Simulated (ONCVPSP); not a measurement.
# Building the ONCV potential for Si (BLYP, scalar-relativistic).

Input for ONCVPSP 4.0.1:

```
# ATOM AND REFERENCE CONFIGURATION
# atsym  z   nc   nv     iexc    psfile
  Si 14.00    3    2  -106131      upf
#
#   n    l    f
    1    0    2.00
    2    0    2.00
    2    1    6.00
    3    0    2.00
    3    1    2.00
#
# PSEUDOPOTENTIAL AND OPTIMIZATION
# lmax
    1
#
#   l,   rc,      ep,       ncon, nbas, qcut
    0    1.30    0.00    4    9    6.00
    1    1.55    0.00    4    7    6.30
#
# LOCAL POTENTIAL
# lloc, lpopt,  rc(5),   dvloc0
    4    5    1.05    6.00
#
# VANDERBILT-KLEINMAN-BYLANDER PROJECTORs
# l, nproj, debl
    0    3    1.20
    1    2    2.50
#
# MODEL CORE CHARGE
# icmod, fcfact, rcfact
    1    0.55    0.00
#
# LOG DERIVATIVE ANALYSIS
# epsh1, epsh2, depsh
   -2.00    5.00    0.02
#
# OUTPUT GRID
# rlmax, drl
    6.00    0.01
#
# TEST CONFIGURATIONS
# ncnf
    4
# nvcnf
#   n    l    f
    2
    3    0    2.00
    3    1    1.00
#
    2
    3    0    2.00
    3    1    0.00
#
    2
    3    0    1.00
    3    1    0.00
#
    2
    3    0    1.00
    3    1    2.00
#
```

Command:

```bash
oncvpsp.x < Si.dat > Si.out
```

The program printed (shortened: citation, most of the input echo, consistency checks and plot data are left out):

```
ONCVPSP  (Optimized Norm-Conservinng Vanderbilt PSeudopotential)
scalar-relativistic version 4.0.1

#   n    l    f        energy (Ha)
    1    0    2.00    -6.5678438E+01
    2    0    2.00    -5.1191027E+00
    2    1    6.00    -3.5117839E+00
    3    0    2.00    -3.9263041E-01
    3    1    2.00    -1.4434557E-01

Reference configufation results
  iterations    29
  all-electron total energy (Ha)   -2.89999549D+02

Begin loop to  construct optimized pseudo wave functions
and semi-local pseudopoentials for all angular momenta

   Wellstate for l =  0  n =  4
     eigenvalue =   0.8074
     asymptotic potential =   1.3074
     half-point radius =  3.4967

   Wellstate for l =  0  n =  5
     eigenvalue =   2.0074
     asymptotic potential =   2.5074
     half-point radius =  3.7874

Calculating optimized projector #   1

 for l=   0

    Fraction of norm inside rc  0.129320
    Optimizing pswf for qcut=   6.01 a_B^-1,  ecut=  18.07 Ha

optimize: ERROR ps0norm > uunorm, code will stop
```

The run stopped because the continuity conditions at rc already need more norm inside rc than the all-electron wave has, so norm conservation cannot be met.

The run took about 0.39 s on one core of a shared server CPU.
